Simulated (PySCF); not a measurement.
Shieldings and the share of exact exchange

Molecule: `O[Si@](N)([SiH3])P`, H8NOPSi2.

Geometry:
```json
{"atom": "N1", "x (Å)": "0.108", "y (Å)": "1.330", "z (Å)": "-1.334"}
{"atom": "Si2", "x (Å)": "0.273", "y (Å)": "0.408", "z (Å)": "0.113"}
{"atom": "O3", "x (Å)": "0.433", "y (Å)": "1.272", "z (Å)": "1.541"}
{"atom": "Si4", "x (Å)": "-1.660", "y (Å)": "-0.863", "z (Å)": "0.423"}
{"atom": "P5", "x (Å)": "2.172", "y (Å)": "-0.780", "z (Å)": "-0.232"}
{"atom": "H6", "x (Å)": "-0.730", "y (Å)": "1.866", "z (Å)": "-1.528"}
{"atom": "H7", "x (Å)": "0.914", "y (Å)": "1.708", "z (Å)": "-1.821"}
{"atom": "H8", "x (Å)": "1.208", "y (Å)": "1.840", "z (Å)": "1.611"}
{"atom": "H9", "x (Å)": "-2.879", "y (Å)": "0.005", "z (Å)": "0.493"}
{"atom": "H10", "x (Å)": "-1.568", "y (Å)": "-1.664", "z (Å)": "1.683"}
{"atom": "H11", "x (Å)": "-1.825", "y (Å)": "-1.807", "z (Å)": "-0.726"}
{"atom": "H12", "x (Å)": "1.988", "y (Å)": "-1.622", "z (Å)": "0.906"}
{"atom": "H13", "x (Å)": "1.562", "y (Å)": "-1.691", "z (Å)": "-1.147"}
```

GIAO shieldings (ppm, equivalent atoms averaged) in PySCF on the PBE0-D3(BJ)/def2-SVP geometry, basis pcSseg-1, gas phase, non-relativistic:

| functional | exact exchange (%) | σ(N1) | σ(Si2) | σ(Si4) | σ(O3) |
| --- | --- | --- | --- | --- | --- |
| BLYP | 0 | 207.9 | 323.4 | 433.3 | 229.3 |
| BP86 | 0 | 209.0 | 333.2 | 443.2 | 229.6 |
| PBE | 0 | 209.4 | 334.1 | 446.1 | 229.2 |
| B3LYP | 20 | 214.0 | 336.8 | 443.2 | 240.7 |
| mPW1PW91 | 25 | 216.6 | 349.4 | 454.0 | 244.2 |
| BHandHLYP | 50 | 221.8 | 357.3 | 458.1 | 254.4 |
| HF | 100 | 232.7 | 395.5 | 484.8 | 272.4 |

Question: Fit each shielding as a line in the percentage of exact exchange.

Answer: σ(N1) = 209.2 + 0.24 x (rms 0.8 ppm); σ(Si2) = 329.2 + 0.64 x (rms 4.5 ppm); σ(Si4) = 439.8 + 0.43 x (rms 4.6 ppm); σ(O3) = 230.7 + 0.44 x (rms 1.7 ppm). The functionals also differ in their semilocal parts, which the line can't hold; Hartree–Fock has no correlation at all.

Question: What does the line predict for PBE0 (25 %), and what does the run give?

Answer: σ(N1): 215.2 predicted, 217.0 computed; σ(Si2): 345.2 predicted, 350.4 computed; σ(Si4): 450.6 predicted, 457.4 computed; σ(O3): 241.7 predicted, 243.6 computed ppm.
